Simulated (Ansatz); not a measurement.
Correlation energies of GaH6N, SMILES `[NH3+][GaH3-]` by basis set

```tsv
atom	x (Å)	y (Å)	z (Å)
N1	-0.6263	0.7635	-0.2821
Ga2	0.6856	-0.8359	0.3088
H3	-1.5866	0.4423	-0.3226
H4	-0.3710	1.1162	-1.1972
H5	-0.5760	1.5303	0.3786
H6	0.3703	-1.8383	-0.8733
H7	0.0525	-1.1383	1.7263
H8	2.0516	-0.0399	0.2615
```

Total charge 0; spin multiplicity 1. Correlated methods include outer-core shells of Ga, which these sets cover unevenly. Scalar relativity is left out up to krypton. The geometry is a stationary point of PBE0-D4/def2-TZVP. Frozen core, restricted reference, the Gaussian-basis code of Ansatz.

| basis | HF (Eh) | MP2 corr. | CCSD corr. | (T) | CCSD(T) total |
| --- | --- | --- | --- | --- | --- |
| def2-SVP | -1980.89903 | -0.42130 | -0.44358 | -0.01151 | -1981.35412 |
| def2-TZVPP | -1981.21559 | -0.48721 | -0.51081 | -0.01703 | -1981.74343 |
| def2-QZVPP | -1981.25912 | -0.75134 | – | – | – |
